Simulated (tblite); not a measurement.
C₇H₁₂OSi.
Atom-mapped SMILES: `[CH3:1][CH2:2][CH2:3][c:4]1[cH:5][o:6][c:7]([SiH3:8])[cH:9]1` (hydrogens: H10, H11, H12 on C1; H13, H14 on C2; H15, H16 on C3; H17 on C5; H18, H19, H20 on Si8; H21 on C9)

Computed geometry: GFN2-xTB, gas phase.

Some entries are withheld. Bonds in one row agree within 0.01 Å.

```csv
coordinate,value
C1–C2,1.523 Å
C2–C3,1.534 Å
C3–C4,1.492 Å
C4–C5,?
C5–O6,?
O6–C7,?
C7–Si8,?
C7–C9,1.369 Å
C4–C9,1.417 Å
"C1–H10, C1–H11, C1–H12",1.088 Å
"C2–H13, C2–H14",1.092 Å
"C3–H15, C3–H16",1.092 Å
C5–H17,1.073 Å
"Si8–H18, Si8–H19, Si8–H20",1.464 Å
C9–H21,1.071 Å
C1–C2–C3,112.0°
C2–C3–C4,111.7°
C3–C4–C5,127.5°
C3–C4–C9,127.5°
C5–C4–C9,105.0°
C4–C5–O6,111.1°
C5–O6–C7,?
O6–C7–Si8,117.6°
O6–C7–C9,?
Si8–C7–C9,133.5°
C4–C9–C7,?
```

Estimate the withheld lengths and angles.

- C4–C5 = 1.366 Å, aromatic (substituted aromatic carbon to aromatic CH next to a ring oxygen); 0.09 Å below the sum of covalent radii, 1.46 Å.
- C5–O6 = 1.342 Å, aromatic (aromatic CH next to a ring oxygen to furan-type oxygen); 0.05 Å below the sum of covalent radii, 1.39 Å.
- O6–C7 = 1.356 Å, aromatic (furan-type oxygen to substituted aromatic carbon); 0.03 Å below the sum of covalent radii, 1.39 Å.
- C7–Si8 = 1.870 Å, drawn single (substituted aromatic carbon to SiH3 silicon); 0.03 Å above the sum of covalent radii, 1.84 Å.
- C5–O6–C7 = 107.6°, at the furan-type oxygen, inside a 5-membered ring; the outer atoms are 2.178 Å apart.
- O6–C7–C9 = 108.9°, at the substituted aromatic carbon, inside a 5-membered ring; the outer atoms are 2.218 Å apart.
- C4–C9–C7 = 107.4°, at the aromatic CH carbon, inside a 5-membered ring; the outer atoms are 2.245 Å apart.

Radii are Cordero's, carbon taken as 0.76, 0.73 or 0.69 Å for four, three, and two or fewer neighbours.

Its GFN2-xTB frequencies are all real (lowest 26 cm⁻¹). The numbers are those of one conformer (C1–C2–C3–C4 64°, C2–C3–C4–C5 76°). 2 starts were optimised and ended at 0.00 and 0.02 kcal/mol (GFN2-xTB); the lowest of these is shown.

Hardware: an Arm Neoverse N1 with one thread, no GPU, shared host. Cost: 1.0 s wall. That covers the optimisation of the geometry.
